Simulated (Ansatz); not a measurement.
Geometry optimisation, RKS BLYP/6-31G* (Ansatz 0.2.0).

Input:

```yaml
crystal:
  periodic: [false, false, false]
  atoms:
    - { symbol: B, position_ang: [-0.82572, 1.4183, -0.56455] }
    - { symbol: Si, position_ang: [-0.05328, -0.30385, -0.3071] }
    - { symbol: C, position_ang: [0.90951, -1.07919, 0.95234] }
    - { symbol: F, position_ang: [-0.34911, -1.3208, -1.55323] }
    - { symbol: H, position_ang: [-1.4438, 1.70216, -1.51933] }
    - { symbol: H, position_ang: [-0.69048, 2.24394, 0.2541] }
    - { symbol: H, position_ang: [1.25118, -2.09857, 0.8885] }
    - { symbol: H, position_ang: [1.20169, -0.56199, 1.84927] }
basis:
  gaussian: { orbitals: "6-31G*" }
hamiltonian:
  xc: blyp
relax:
  f_tol: 0.02
  max_steps: 50
```

Run as:

```bash
$ ansatz run input.yaml --threads 1 --pin off --max-ram 2048MiB --backend cpu --events-out ev --progress --plain --runs-dir out
```

Question: Where does it end, and by what steps?

Answer: It converged. After 7 steps the energy has fallen by 0.142 eV; H8 moved furthest, 0.26 Å.

| step | energy less start (eV) | largest force component (eV/Å) | accepted |
| --- | --- | --- | --- |
| 0 | 0.0000 | 1.593 | yes |
| 1 | -0.1091 | 0.703 | yes |
| 2 | -0.1346 | 0.104 | yes |
| 3 | -0.1382 | 0.113 | yes |
| 4 | -0.1380 | 0.116 | no |
| 5 | -0.1407 | 0.064 | yes |
| 6 | -0.1424 | 0.028 | yes |
| 7 | -0.1425 | 0.011 | yes |

```xyz
8
Properties=species:S:1:pos:R:3
B -0.796 1.396 -0.523
Si -0.073 -0.431 -0.431
C 0.867 -1.026 0.909
F -0.355 -1.465 -1.663
H -1.440 1.798 -1.449
H -0.561 2.115 0.408
H 1.285 -2.032 1.000
H 1.073 -0.354 1.749
```

Run time: 14 s on 1 thread of AMD EPYC 7R13 Processor (Zen 3), on a shared host, peak memory 0.17 GiB.
